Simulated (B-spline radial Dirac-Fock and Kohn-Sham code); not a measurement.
K-shell ionisation of technetium as Tc⁺, configuration [Kr] 4d5 5s1, by electron impact in the relativistic binary-encounter-Bethe (RBEB) model with Dirac-Fock orbital kinetic energies; direct ionisation only. It is a semi-empirical estimate. B and U are the binding and mean kinetic energies of the 1s orbital; B is minus the Dirac-Fock orbital energy, which lies above the true edge.

With B = 21182.7 eV, U = 26511.9 eV and N = 2, the model reads σ = 4πa₀²α⁴N / [(β_t² + β_u² + β_b²)·2b′] × {½[ln(β_t²/(1 − β_t²)) − β_t² − ln 2b′](1 − 1/t²) + 1 − 1/t − (ln t/(t + 1))(1 + 2t′)/(1 + t′/2)² + b′²(t − 1)/(2(1 + t′/2)²)}, where t = T/B, primes denote energies in units of mc², and β_x² = 1 − 1/(1 + x′)².

```tsv
T (eV)	overvoltage T/B	σ_K (b)
30000	1.42	17.91
50000	2.36	42.04
100000	4.72	56.78
200000	9.44	58.21
300000	14.16	57.48
1e+06	47.21	61.63
```

Values without a named source are computed, but for edge energies of neutral atoms, which are taken from tables.
